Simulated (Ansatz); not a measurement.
Ansatz (a program for electronic structure) input (SVWN5/6-31G* with LANL2DZ past Ar): The .json file joins the Basis Set Exchange's 6-31G* for atoms up to Ar and LANL2DZ past it.

Ansatz 0.2 input:
```yaml
crystal:
  periodic: [false, false, false]
  atoms:
    - {symbol: W, position_ang: [-0.06392434, -0.10995229, -0.08652031]}
    - {symbol: O, position_ang: [1.63317091, 0.01788959, -0.38614974]}
    - {symbol: O, position_ang: [-0.27318225, -0.43492179, 1.59777763]}
    - {symbol: O, position_ang: [-0.76868855, 1.43409090, -0.41131505]}
basis:
  gaussian:
    orbitals: 6-31Gs+LANL2DZ.json
hamiltonian:
  xc: {name: SVWN5}
output: {forces: true}
```

Output:

```
Functional definition: SVWN5
integrals: 0.02 GiB planned
671 factors; their error is unknown
mean field: 0.14 GiB planned
mean field evaluation 1: about -7917.2465 eV, gradient 1.1e2 eV
mean field evaluation 2: about -7603.3891 eV, gradient 3.3e2 eV
mean field evaluation 4: about -7941.1899 eV, gradient 2.1e1 eV
mean field evaluation 8: about -7942.2989 eV, gradient 4.8e-1 eV
mean field evaluation 16: about -7942.2762 eV, gradient 2.3e-4 eV
mean field -7942.27623740 eV, -291.8732682564 hartree, gradient 2.0e-5 eV, S^2 0.000000; 0 other end points of the search recorded, 0 dependent functions left out
the calculation of the forces begins
reference -7942.27631594 eV, -291.8732711426 hartree; 19, 19 occupied and 48, 48 virtual orbitals, 671 factors
Total energy: -7942.27631594 eV, -291.8732711426 hartree
Atom 0 at    -0.063924    -0.109952    -0.086520 Å, force    -0.091313    -0.156323    -0.123422 eV/Å
Atom 1 at     1.633171     0.017890    -0.386150 Å, force    -0.338222     0.134566     0.208829 eV/Å
Atom 2 at    -0.273182    -0.434922     1.597778 Å, force     0.151234     0.250825    -0.300544 eV/Å
Atom 3 at    -0.768689     1.434091    -0.411315 Å, force     0.278301    -0.229068     0.215136 eV/Å
Dipole moment:    -0.443064    -0.762087    -0.599678 e Å
```

The geometry given is a B3LYP-D3(BJ)/def2-TZVP minimum.
